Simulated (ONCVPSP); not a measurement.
Configuration tests for nitrogen (ONCV)

- Element: N
- Generator: ONCVPSP 4.0.1
- Type: optimised norm-conserving Vanderbilt (ONCV)
- Functional: PBE
- Relativity: scalar-relativistic
- Frozen core: [He]
- Valence charge: 5
- Reference configuration: 2s2 2p2 (charge +1)
- Partial waves: 2s: rc 1.10 bohr, ncon 3, nbas 6, qcut 7 1/bohr, 2 projectors, debl 3.4 Ha; 2p: rc 1.45 bohr, ncon 5, nbas 9, qcut 11.3 1/bohr, 2 projectors, debl 3.9 Ha; d scattering state at 0.18 Ha: rc 1.35 bohr, ncon 3, nbas 7, qcut 7.3 1/bohr, 2 projectors, debl 2.2 Ha
- Local potential: polynomial inside 1.05 bohr (lpopt 3, dvloc0 0 Ha)
- Core correction: none

Energies are relative to the spin-unpolarised reference configuration 2s2 2p2; without spin polarisation the order of configurations can differ from experiment.

```tsv
valence configuration	charge	ΔE all-electron (eV)	error AE − PS (meV)
2s2 2p3	0	-13.591	+10
2s2 2p0	+3	75.935	+343
```

Question: What are ΔE and the potential's error for 2s1 2p4?

Answer: ΔE = -2.084 eV all-electron; the error (AE − PS) is +50 meV.

Question: What are ΔE and the potential's error for 2s2 2p1?

Answer: ΔE = 28.854 eV all-electron; the error (AE − PS) is +43 meV.

Levels in the configuration 2s2 2p0:

```json
{"level": "2s", "all-electron (eV)": "-68.125", "pseudo (eV)": "-67.921"}
```
